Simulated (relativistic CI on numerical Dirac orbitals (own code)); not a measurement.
**Hyperfine structure of Lu48+, mass number 175**

Computed by Dirac-Coulomb-Breit CI, orbitals from a KLI potential per configuration, QED by a radiative potential, unscaled Slater integrals (own radial code, finite nucleus).

Configuration list (outside the closed core [Ne]): 3s2 3p6 3d5, 3s2 3p5 3d6, 3s2 3p4 3d7, 3s 3p6 3d6, 3p6 3d7, 3s 3p5 3d7, 3s2 3p6 3d4 4s, 3s2 3p6 3d4 4p, 3s2 3p4 3d6 4s, 3s2 3p5 3d5 4s, 3s2 3p6 3d4 4f, 3p6 3d6 4s, 3s2 3p6 3d3 4s2, 3s2 3p6 3d4 5s, 3p6 3d5 4s2. Levels of other configurations are missing.

Nuclear spin I = 7/2, μ = 2.2257 μN, Q = 3.49 b (tables of Stone and Pyykkö). The electronic factors are computed for point nuclear moments, without core polarisation or the Bohr-Weisskopf and QED corrections.

| Level | E (eV) | A (MHz) | B (MHz) |
| --- | --- | --- | --- |
| 3s2 3p6 3d5 2D_3/2 | 87.439 | 52460 | -234000 |
| 3s2 3p6 3d5 4D_7/2 | 111.483 | 20780 | -11900 |
| 3s2 3p6 3d5 4G_9/2 | 114.091 | 26390 | -26000 |

Levels with J = 0, under 50 % of one LS term, or S terms without an open s electron are left out. Small factors come from cancelling terms and can be off by tens of per cent or more.

At this charge energies of transitions that change n are usually good to better than 1 %, and those within a shell (Δn = 0) to a few per cent.

Give the hyperfine levels of 3s2 3p6 3d5 2D_3/2 relative to its centre of gravity.

With K = F(F + 1) − I(I + 1) − J(J + 1), E = AK/2 + B[¾K(K + 1) − I(I + 1)J(J + 1)]/[2I(2I − 1)J(2J − 1)]: F = 2: -479500, F = 3: -154900, F = 4: 121800, F = 5: 216900 MHz.

LS names give the leading component of a level, which can be under half, so a name can repeat, a term be missing and a line seem to break the LS rules.
